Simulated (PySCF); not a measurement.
## Distorted geometries of [Nd(BH4)2]+

[Nd(BH4)2]+ (singlet in the valence; each metal's 4f electrons, 3 of them, lie in its core potential, out of spins and levels). PySCF 2.14.0, RKS r2SCAN, Nd lcecp-1-SVP with ECP49, B def2-SVP, H def2-SVP; non-relativistic Hamiltonian with scalar-relativistic core potentials where named; density fitting; no spin-orbit coupling. Relaxed geometry:

```xyz
11

Nd    0.0000    0.0000    0.0000
B     0.0000    0.0000    2.4998
H     0.0000    0.0000    3.6964
H     1.1497    0.0005    1.9672
H    -0.5753    0.9954    1.9672
H    -0.5744   -0.9959    1.9672
B     0.0000    0.0000   -2.4998
H     0.0000    0.0000   -3.6964
H     1.1497   -0.0005   -1.9672
H    -0.5753   -0.9954   -1.9672
H    -0.5744    0.9959   -1.9672
```

Order these distorted geometries by energy above the relaxed one, lowest first.
A.
```xyz
11

Nd   -0.0813   -0.0087    0.0160
B    -0.0021    0.0204    2.5246
H     0.0298   -0.0227    3.6487
H     1.1721    0.0119    1.9887
H    -0.5568    0.9898    1.9816
H    -0.5574   -1.0136    1.9660
B    -0.0160   -0.0355   -2.5034
H    -0.0299   -0.0028   -3.7205
H     1.1312   -0.0333   -1.9889
H    -0.5314   -0.9903   -1.9388
H    -0.5582    1.0849   -1.9741
```
B.
```xyz
11

Nd   -0.0069   -0.0631    0.0570
B     0.0621   -0.0345    2.4895
H     0.0023    0.0061    3.7427
H     1.1078   -0.0595    1.9559
H    -0.6223    1.0436    1.9575
H    -0.6322   -1.0040    2.0010
B     0.0278   -0.0044   -2.5520
H     0.0120    0.0483   -3.7303
H     1.1498   -0.0590   -1.9614
H    -0.5048   -0.9602   -1.9801
H    -0.5958    1.0868   -1.9799
```
C.
```xyz
11

Nd   -0.0705    0.0272    0.0533
B     0.0689    0.0078    2.5072
H    -0.1784    0.0471    3.8554
H     1.0613   -0.0749    1.8321
H    -0.5734    0.9411    2.0177
H    -0.5790   -1.0115    2.0002
B     0.0731    0.0841   -2.4630
H     0.0955   -0.1622   -3.7962
H     1.2697    0.0783   -1.8169
H    -0.6505   -0.9571   -2.0804
H    -0.5167    1.0201   -2.1094
```

A (0.21 eV), B (0.45 eV), C (1.14 eV).

Which forces (eV/Å) act in the one that lies 0.21 eV up?


```
Nd   0.32  0.15 -0.17
B    0.46 -0.72 -2.35
H   -0.05  0.02  2.10
H   -0.39  0.00 -0.09
H   -0.28  0.32 -0.01
H    0.10  0.36  0.27
B    0.04  1.61 -0.36
H   -0.02 -0.16  0.50
H    0.17  0.08  0.21
H   -0.65 -0.55  0.10
H    0.30 -1.11 -0.20
```
Forces carry noise of the integration grid, about 0.01 to 0.03 eV/Å.

No frequency check is given that shows the relaxed geometry to be a minimum. An lcecp potential fixes the number of 4f electrons, so in runs with it no electron can move into or out of that shell.
